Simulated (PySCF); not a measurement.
## How the method changes the constants of HgCl⁺

State: ¹Σ⁺ (singlet), closed shell. Set-up: basis Hg def2-SVP with ECP60, Cl def2-SVP; scalar-relativistic core potentials; PySCF 2.14. De refers to Hg⁺ + Cl in their high-spin ground configurations, without counterpoise correction. A positive dipole points towards Cl; it is taken about the centre of mass and depends on that origin.

```csv
Level,Re (Å),ωe (cm⁻¹),De (eV),μ (D)
RHF,2.290,381,0.291,-4.08
RHF-MP2,2.268,365,1.45,n/a
RHF-SCS-MP2,2.283,356,1.36,n/a
RHF-CCSD,2.298,345,1.37,n/a
RHF-CCSD(T),2.311,329,1.55,n/a
PBE,2.300,336,2.17,-1.67
r²SCAN,2.280,354,1.96,-2.15
B3LYP,2.307,340,1.79,-1.95
PBE0,2.278,359,1.81,-2.32
r²SCAN0,2.267,369,1.67,-2.57
MN15,2.263,361,1.93,-1.98
LC-ωPBE,2.245,394,1.52,-3.08
```

The bond length runs from 2.245 Å (LC-ωPBE) to 2.311 Å (RHF-CCSD(T)). De spans 0.29 eV (RHF, mean field) to 2.17 eV (PBE, GGA). Correlation at CCSD(T) changes the Hartree–Fock bond energy by +1.26 eV; the triples alone change it by +0.18 eV.

Correlated steps freeze 5 core orbitals. Correlated levels converge slowly with the basis: in double zeta they bind strong bonds too weakly, by up to about 1 eV, and carry superposition errors of some tenths. These are scalar-relativistic numbers at best; spin–orbit coupling would shift them, the dissociation energy most. For an ion De counts to the pair picked by the measured ionisation energies or electron affinities, which need not be the lowest pair at this level. Where the molecule has an RHF reference, its open-shell atoms are computed with UHF. The CCSD T1 diagnostic is raised, a sign that a single reference may not be enough here.
